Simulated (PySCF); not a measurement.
# Electronic structure of Pd (palladium, neutral) at the UHF level

Configuration: [Kr] 4d10, closed-shell 1S. All numbers are calculated (PySCF 2.14, scalar relativity through the core potential, in aug-cc-pVDZ-PP with ECP28MDF).

- Total energy: -126.607907 hartree
- One-electron energy: -227.7263 hartree
- Hartree (Coulomb) energy: 113.1992 hartree
- Exchange energy: -12.0808 hartree
- ⟨S²⟩: 0.0000
- ⟨L²⟩: 0.000
- Sum of ⟨r⟩: 23.99 bohr
- Sum of ⟨r²⟩: 40.20 bohr²
- Time after the integrals: 0.27 s of wall time on 1 thread of Neoverse-N1 (shared host)

```csv
shell,electrons,mean orbital energy (eV),"rms radius, mean of both spins (bohr)"
4s,2,-104.87,1.03
4p,6,-65.828,1.14
4d,10,-8.889,1.74
```

Energies and moments cover only the electrons outside the core potential.
